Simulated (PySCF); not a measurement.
SeO₂: fields on a plane

All numbers come from PBE0/[Se def2-TZVP, O def2-TZVP], no relativity, density fitting, PySCF.

The singlet minimum has Se–O 1.599 Å (×2); O–Se–O 113.8°.

The plane holds Se1 at (0.00, 0.00), O2 at (1.60, 0.00), O3 at (-0.64, 1.46) Å. Columns run from x = -2.55 to 3.75 Å, rows from y = 3.75 (top) to -1.95 Å, in steps of 0.3 Å. Other isomers or separated fragments may lie lower.

**Question.** Give the highest occupied orbital (Å^-3/2) at -9.15 eV (cut at ±0.3; overall sign arbitrary). Lower edges of the bins (Å^-3/2): '_' -0.300, '.' -0.240, ':' -0.180, '-' -0.120, '=' -0.060, '+' 0.000, '*' 0.060, '#' 0.120, '%' 0.180, '@' 0.240; top 0.30, each point printed twice.

**Answer.** 
```
++++++++++++++++++++++++++++++++============
++++++++++++++++++++++++++++++++++==========
++++++++++++++++++++++++++++++++++++++++++++
++++++++++++********++++++++++++++++++++++++
++++++++++**######****++++++++++++++++++++++
====++++**##@@@@@@##****++++++++++++++++++++
========++%%@@@@@@%%##**++++++++++++++++++++
========--==@@@@@@@@##******++++++++++++++++
======--..____==%%##**************++++++++++
====--::________--++******########**++++++++
======--..______::==++++**%%@@@@%%##**++++++
========--::::--========++@@@@@@@@##**++++++
========++++****@@====::__::@@@@@@##**++++++
++++++++**##%%##__%%++..______%%%%****++++++
++++++++**%%@@@@####++..______::++++++++++++
++++++****%%@@@@@@@@**--..____::==++++++++++
++++++++**##%%@@@@%%**==--::::--======++++++
++++++++****######****++==----==========++++
++++++++++**********++++====================
++++++++++++++++++++++++====================
```

**Question.** Give the electrostatic potential (V) (cut at 20 V). Lower edges of the bins (V): '0' -1.38, '1' -1.25, '2' -1.05, '3' -0.74, '4' -0.23, '5' 0.56, '6' 1.83, '7' 3.83, '8' 7.00, '9' 12.03; top 20.0.

**Answer.** 
```
3333332233333333333333
3333222222233333333333
3322211112223333333333
3322110001122333333333
3221123200122333333333
3211356642122333333333
3212699985333322222333
3213799997544322222233
3224799998665321011223
3334799999876542001223
4444689999997776300122
4455689999999999630122
4556799999999999841122
5556799999999999841122
5556789999999999631123
5556678999997776421223
5555667889876543212233
5555566777765432222333
5555556666655433333333
5555555555555443333333
```
